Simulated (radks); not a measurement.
The numbers below are computed, except where a source is named.
Problem. The mean radii <r> (bohr) of the occupied orbitals of an atom or ion are listed with their occupations. Level of theory: scalar-relativistic Kohn-Sham, Slater X-alpha with alpha = 0.753, spin-unpolarised, spherical densities, finite nucleus; Fermi nuclear charge, rms radius of each element as measured or else 0.836 A^(1/3) + 0.57 fm (a radial shooting solver on a logarithmic mesh with Libxc functionals).

orbital  occ.      <r>
1s          2  0.03518
2s          2   0.1537
2p          6   0.1338
3s          2   0.4285
3p          6   0.4297
3d         10   0.4135
4s          2    1.103
4p          6    1.231
4d          5    1.868

Name the element and its charge.

Solution. Z = 42, molybdenum, charge +1: Mo+ in [Kr] 4d5. The 1s radius gives Z: for a bare nucleus <r> = (2 gamma + 1)/(2Z) with gamma = sqrt(1 - (Z/c)^2), 0.03457 bohr for Z = 42, and screening makes it slightly larger (0.03518 here). The occupations add up to 41, and the charge is Z minus that.
